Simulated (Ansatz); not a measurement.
Reaction (ligand exchange at a Ge–S bond): `C[O][GeH]([F])[S]C` + CH₃NH₂ → `C[NH][GeH]([F])[O]C` + CH₃SH

Program: Ansatz. Geometries: PBE0-D4/def2-TZVP. ΔE: electronic, gas phase. CCSD(T)/CBS is the MP2 limit (def2-TZVPP, def2-QZVPP) plus CCSD(T) − MP2 in def2-TZVPP, frozen cores. This one scheme is used for every species. Functionals use def2-TZVPP. For Ge outer-core shells are correlated without core-valence functions, which leaves a few kJ/mol of doubt a bond. Scalar relativity is left out up to krypton. One conformer a species, not always the lowest.

`C[O][GeH]([F])[S]C`:

Cartesian coordinates in Å:
```
C 1.992 -0.377 1.521
O 1.977 0.392 0.332
Ge 0.471 0.757 -0.485
F -0.554 1.657 0.603
S -0.611 -1.101 -0.932
C -2.272 -0.404 -1.187
H 1.448 -1.321 1.406
H 3.035 -0.602 1.751
H 1.559 0.178 2.358
H 0.793 1.695 -1.648
H -2.311 0.213 -2.084
H -2.938 -1.257 -1.318
H -2.589 0.170 -0.318
```

CH₃NH₂:

Cartesian coordinates in Å:
```
C 0.497 0.186 0.203
N -0.719 -0.070 -0.550
H 0.630 -0.427 1.106
H 0.521 1.235 0.507
H 1.363 0.022 -0.442
H -1.536 0.088 0.027
H -0.756 -1.035 -0.850
```

`C[NH][GeH]([F])[O]C`:

```xyz
14

C     1.873    1.356    1.340
N     1.347    0.515    0.285
Ge   -0.405    0.170    0.118
F    -1.037   -0.857    1.387
O    -0.546   -0.780   -1.352
C    -1.750   -1.460   -1.639
H     2.828    1.795    1.037
H     2.023    0.833    2.292
H     1.188    2.187    1.527
H     1.955   -0.246    0.023
H    -1.270    1.432    0.179
H    -1.595   -2.033   -2.555
H    -2.031   -2.150   -0.837
H    -2.581   -0.764   -1.807
```

CH₃SH:

Z-matrix (Å, degrees):
```
C
S 1 1.806
H 1 1.089 2 111.5
H 1 1.089 2 111.5 3 -123.8
H 1 1.090 2 106.2 3 118.1
H 2 1.342 1 97.1 3 61.9
```

| species | PBE energy (Eh) |
| --- | --- |
| `C[O][GeH]([F])[S]C` | -2730.11157 |
| CH₃NH₂ | -95.76706 |
| `C[NH][GeH]([F])[O]C` | -2387.36918 |
| CH₃SH | -438.49541 |

(1) Work out ΔE.

Largest T1 diagnostic among the species: 0.012.

## Answers

(1) ΔE = (-2387.36918) + (-438.49541) − (-2730.11157) − (-95.76706) = 0.01404 Eh = +0.38 eV. CCSD(T)/CBS gives +0.29 eV.

In def2-TZVPP, CCSD(T) changes the Hartree–Fock value by +0.06 eV (the triples alone add +0.03 eV) and MP2 by +0.08 eV. The D4 term adds +0.04 eV with B3LYP and +0.02 eV with PBE0; it sums over pairs of atoms, weighted by their polarisabilities, and B3LYP, whose exchange is more repulsive, gets the larger term. From PBE to PBE0 (25 % exact exchange), in def2-TZVPP and without D4, ΔE moves by −0.03 eV.

B3LYP here is the variant with VWN-RPA as its local correlation; programs differ in this.
